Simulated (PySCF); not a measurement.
C₂H₉NSi, SMILES CN[SiH2]C.

Geometry: B3LYP-D3(BJ)/def2-SVP. The values are those of a single conformer.

These are TDA-PBE/def2-SVPD in PySCF values and carry that method's errors.

Vertical excitations. Gas-phase values at a fixed geometry.

```csv
state,energy (eV),λ (nm),f,main pairs
S1,5.16,240,0.003,HOMO→LUMO 99 %
S2,5.51,225,0.021,HOMO→LUMO+1 98 %
S3,6.16,201,0.020,HOMO→LUMO+2 89 %
S4,6.22,199,0.018,HOMO→LUMO+3 88 %
S5,6.66,186,0.001,"HOMO→LUMO+4 82 %, HOMO→LUMO+5 18 %"
S6,6.74,184,0.038,"HOMO→LUMO+5 80 %, HOMO→LUMO+4 17 %"
S7,7.27,170,0.047,HOMO→LUMO+6 91 %
S8,7.41,167,0.014,HOMO→LUMO+7 97 %
S9,7.58,164,0.002,HOMO−1→LUMO 82 %
S10,7.60,163,0.005,"HOMO→LUMO+8 81 %, HOMO−1→LUMO 14 %"
T1,5.00,248,0,HOMO→LUMO 97 %
T2,5.29,235,0,HOMO→LUMO+1 96 %
T3,5.99,207,0,HOMO→LUMO+2 88 %
T4,6.05,205,0,HOMO→LUMO+3 88 %
```
Triplets are in the Tamm–Dancoff approximation.
